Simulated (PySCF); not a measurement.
# Electron correlation in Cd (cadmium, neutral)

[Kr] 4d9 5s2 6s1, high-spin 3D determinant (an excited configuration). Calculation: PySCF 2.14, in aug-cc-pwCVDZ-PP with ECP28MDF (6s6p5d3f, 70 functions); a scalar-relativistic core potential. Frozen: 4s2 4p6; 12 electrons correlated.

```json
{"level": "CCSD", "correlation energy (mhartree)": "-364.79"}
{"level": "(T)", "correlation energy (mhartree)": "-9.62"}
{"level": "CCSD(T)", "correlation energy (mhartree)": "-374.41"}
```

Diagnostics: T1 = 0.015, D1 = 0.0614, largest double amplitude 0.068.

The outer electron is Rydberg-like, and this basis confines it to a smaller radius and binds it less than a complete one would.

Cost of the coupled-cluster step: about 13 core-seconds, for 12 correlated electrons.

Iterations:

```
CC2 = 0
CCSD nocc = (np.int64(7), np.int64(5)), nmo = (66, 66)
frozen orbitals [[0, 1, 2, 3], [0, 1, 2, 3]]
max_cycle = 100
direct = 0
conv_tol = 1e-08
conv_tol_normt = 1e-06
diis_space = 8
diis_start_cycle = 0
Init t2, MP2 energy = -0.384652857351506
Init E_corr(UCCSD) = -0.384652857360919
cycle = 1  E_corr(UCCSD) = -0.357445701673901  dE = 0.0272071557  norm(t1,t2) = 0.0656545
cycle = 2  E_corr(UCCSD) = -0.364294200301496  dE = -0.00684849863  norm(t1,t2) = 0.018466
cycle = 3  E_corr(UCCSD) = -0.364238830609807  dE = 5.53696917e-05  norm(t1,t2) = 0.0100395
cycle = 4  E_corr(UCCSD) = -0.364759863223963  dE = -0.000521032614  norm(t1,t2) = 0.00662988
cycle = 5  E_corr(UCCSD) = -0.364873437619077  dE = -0.000113574395  norm(t1,t2) = 0.00768535
cycle = 6  E_corr(UCCSD) = -0.364841124286214  dE = 3.23133329e-05  norm(t1,t2) = 0.00306216
cycle = 7  E_corr(UCCSD) = -0.364752486353136  dE = 8.86379331e-05  norm(t1,t2) = 0.00109988
cycle = 8  E_corr(UCCSD) = -0.364793207706453  dE = -4.07213533e-05  norm(t1,t2) = 0.000645345
cycle = 9  E_corr(UCCSD) = -0.364788632424049  dE = 4.5752824e-06  norm(t1,t2) = 0.000192457
cycle = 10  E_corr(UCCSD) = -0.36478745007857  dE = 1.18234548e-06  norm(t1,t2) = 5.73528e-05
cycle = 11  E_corr(UCCSD) = -0.364788385705266  dE = -9.35626696e-07  norm(t1,t2) = 4.66862e-05
cycle = 12  E_corr(UCCSD) = -0.364788782730622  dE = -3.97025356e-07  norm(t1,t2) = 8.25282e-05
cycle = 13  E_corr(UCCSD) = -0.364788407313243  dE = 3.7541738e-07  norm(t1,t2) = 1.11741e-05
cycle = 14  E_corr(UCCSD) = -0.364788502518167  dE = -9.52049248e-08  norm(t1,t2) = 3.73204e-06
cycle = 15  E_corr(UCCSD) = -0.364788498244464  dE = 4.27370317e-09  norm(t1,t2) = 1.60358e-06
cycle = 16  E_corr(UCCSD) = -0.364788498019068  dE = 2.25396646e-10  norm(t1,t2) = 1.27964e-06
cycle = 17  E_corr(UCCSD) = -0.364788485366592  dE = 1.26524755e-08  norm(t1,t2) = 1.39399e-06
cycle = 18  E_corr(UCCSD) = -0.364788497828051  dE = -1.24614589e-08  norm(t1,t2) = 1.15394e-06
cycle = 19  E_corr(UCCSD) = -0.364788497162398  dE = 6.65653366e-10  norm(t1,t2) = 6.62033e-07
UCCSD converged
E(UCCSD) = -166.6972733308961  E_corr = -0.3647884971623978
UCCSD(T) correction = -0.00961815959690985
```
